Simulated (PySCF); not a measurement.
# C₆ coefficients of unlike pairs at PBE0

Calculated with PySCF 2.14 from the dipole response of each species, C₆(A,B) = (3/π) ∫ α_A(iu) α_B(iu) du, in atomic units, from isotropic polarisabilities. For ions this is the dispersion term alone; charge-induced terms of lower order in 1/R come first.

```csv
species,configuration,basis,relativity,α (bohr³),C₆ (like pair)
O,[He] 2s2 2p4 (3P),"aug-cc-pCVTZ-DK with one added diffuse shell each of s, p, d, f type (8s7p5d3f)",spin-free X2C,5.494,16.41
S+,[Ne] 3s2 3p3 (4S),dyall-av3z (19s12p3d2f),none,10.83,53.28
Ne,[Ne] (1S),aug-cc-pVQZ-DK (6s5p4d3f2g),spin-free X2C,2.690,6.529
Cd(3+),[Kr] 4d9 (2D),aug-cc-pwCVDZ-PP with ECP28MDF (6s6p5d3f),core potential,3.535,15.56
```

Question: Estimate C₆ for Cd(3+) with S+.

Answer: The integral gives 25.41. The combination rule 2 C_A C_B / (C_A α_B/α_A + C_B α_A/α_B) gives 25.48 and the geometric mean 28.79.

No spin-orbit coupling is included.

The other pairs:

```
      pair     C₆
     S+, O  29.29
 Cd(3+), O  14.99
Cd(3+), Ne  9.983
     Ne, O  10.10
    Ne, S+  17.48
```
